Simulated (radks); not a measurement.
Coulomb parameter of the 3d shell of the zinc ion Zn+ in the model configuration [Ar] 3d9.5 4s1.5, as a second difference U = [E(n + 0.5) + E(n - 0.5) - 2 E(n)] / (0.5)^2 with all orbitals relaxed. "Bare": the charge of the atom changes with n. "Screened": the 4s shell takes up the change at fixed total charge, which measures U(3d,3d) + U(4s,4s) - 2 U(3d,4s). Method: scalar-relativistic Kohn-Sham, PBE, spin-unpolarised, spherical densities, point nucleus; computed with a radial shooting solver on a logarithmic mesh with Libxc functionals.

\begin{tabular}{lrr}
case & configuration & E - E(n) (eV) \\ \hline
start & [Ar] 3d9.5 4s1.5 & 0.000 \\
bare +0.5 & [Ar] 3d10 4s1.5 & -9.372 \\
bare -0.5 & [Ar] 3d9 4s1.5 & 13.683 \\
screened +0.5 & [Ar] 3d10 4s1 & -3.424 \\
screened -0.5 & [Ar] 3d9 4s2 & 4.589 \\
\end{tabular}

U(bare) = 17.245 eV, U(screened by 4s) = 4.660 eV, against the Slater integral F0(3d,3d) = 29.346 eV with frozen orbitals.
